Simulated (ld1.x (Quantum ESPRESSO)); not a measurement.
## Transferability test, ultrasoft potential for manganese

- Element: manganese
- Generator: ld1.x (Quantum ESPRESSO) 7.5
- Type: ultrasoft
- Functional: PBE
- Relativity: scalar-relativistic
- Frozen core: [Ar]
- Valence charge: 7
- Reference configuration: 3d5 4s2 4p0
- Partial waves: 4s (bound): rcut 2.10, rcutus 2.40 bohr; 4s channel at 1.25 Ry: rcut 2.10, rcutus 2.40 bohr; 4p (bound, empty): rcut 2.15, rcutus 2.45 bohr; 4p channel at 0.2 Ry: rcut 2.15, rcutus 2.45 bohr; 3d (bound): rcut 0.95, rcutus 1.10 bohr; 3d channel at 1.8 Ry: rcut 0.95, rcutus 1.10 bohr
- Local potential: all-electron potential smoothed inside 1.60 bohr (lloc = -1)
- Core correction: a·sin(br)/r model core inside 0.75 bohr
- Augmentation charge: built from norm-conserving waves at rcut, not smoothed further

Energies are relative to the spin-unpolarised reference configuration 3d5 4s2 4p0; without spin polarisation the order of configurations can differ from experiment.

```json
{"valence configuration": "3d5 4s1 4p0", "charge": "+1", "ΔE all-electron (eV)": "8.416", "error AE − PS (meV)": "-9.0"}
{"valence configuration": "3d5 4s0 4p0", "charge": "+2", "ΔE all-electron (eV)": "24.015", "error AE − PS (meV)": "-51"}
{"valence configuration": "3d4 4s0 4p0", "charge": "+3", "ΔE all-electron (eV)": "56.534", "error AE − PS (meV)": "-195"}
{"valence configuration": "3d3 4s0 4p0", "charge": "+4", "ΔE all-electron (eV)": "107.296", "error AE − PS (meV)": "-1394"}
{"valence configuration": "3d6 4s0 4p0", "charge": "+1", "ΔE all-electron (eV)": "6.813", "error AE − PS (meV)": "-243"}
```

(1) What are ΔE and the potential's error for 3d4 4s2 4p0?

(2) What are ΔE and the potential's error for 3d5 4s1 4p1?

Levels in the configuration 3d3 4s0 4p0:

| level | all-electron (eV) | pseudo (eV) |
| --- | --- | --- |
| 3d | -60.726 | -62.707 |

## Answers

(1) ΔE = 13.187 eV all-electron; the error (AE − PS) is -221 meV.

(2) ΔE = 3.857 eV all-electron; the error (AE − PS) is -2.8 meV.

These tests converged, but a pseudo level misses the all-electron one widely, so the file describes the atom poorly there or has found another state: 3d3 4s0 4p0: empty 4s by 9.1 eV (a node warning on the way).
